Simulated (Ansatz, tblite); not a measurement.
Cost and result up the ladder for Tl2F⁺ (3 atoms). Charge 1, multiplicity 1. Geometry: PBE-D4/def2-TZVP.

```xyz
3

Tl   -0.362    1.846   -1.348
Tl    0.361   -1.846    1.348
F     0.001    0.000    0.000
```

Ansatz on 2 threads of Arm Neoverse N1 on a shared host; xTB runs through tblite on one thread. Times are rough, summed over both states, and most runs start from the orbitals of an earlier one. PBE-QIDH/def2-TZVP serves as the yardstick here, not as an exact answer. The other state is a quintet at its own geometry.

In the def2 sets Tl takes a core potential; there is no spin–orbit coupling. The xTB rows come from tblite. Correlated methods freeze 9 core orbitals; core or outer-core shells of Tl are correlated, in sets that lack core-valence functions. The structure comes from a short search, and lower isomers may exist.

Run but left out: GFN2-xTB (tight binding far off the other levels).

xTB has no spin-polarisation term.

```csv
level,functions,quintet − singlet (eV),difference from PBE-QIDH/def2-TZVP (eV)
r2SCANh-D4/def2-TZVP,131,10.38,-0.49
MP2/def2-TZVP,131,12.00,1.14
BHLYP-D4/def2-TZVP,131,10.84,-0.02
GFN1-xTB,12,16.66,5.80
RPA@PBE/def2-TZVP,131,10.80,-0.06
B2PLYP/def2-TZVP,131,11.15,0.29
PBE-QIDH/def2-TZVP,131,10.86,0.00
r2SCAN0-D4/def2-TZVP,131,10.38,-0.48
r2SCAN-D4/def2-TZVP,131,10.36,-0.50
PBE0-D4/def2-TZVP,131,10.60,-0.26
PBE-D4/def2-TZVP (with forces),131,10.67,-0.19
```

**Question.** Estimate how long each takes.

**Answer.** GFN1-xTB 0.005 s; PBE-D4/def2-TZVP (with forces) 7.5 s; PBE0-D4/def2-TZVP 10 s; MP2/def2-TZVP 14 s; r2SCAN-D4/def2-TZVP 15 s; RPA@PBE/def2-TZVP 16 s; B2PLYP/def2-TZVP 18 s; r2SCANh-D4/def2-TZVP 19 s; r2SCAN0-D4/def2-TZVP 19 s; PBE-QIDH/def2-TZVP 19 s; BHLYP-D4/def2-TZVP 19 s. On shared hardware such times vary by a factor of up to 3.
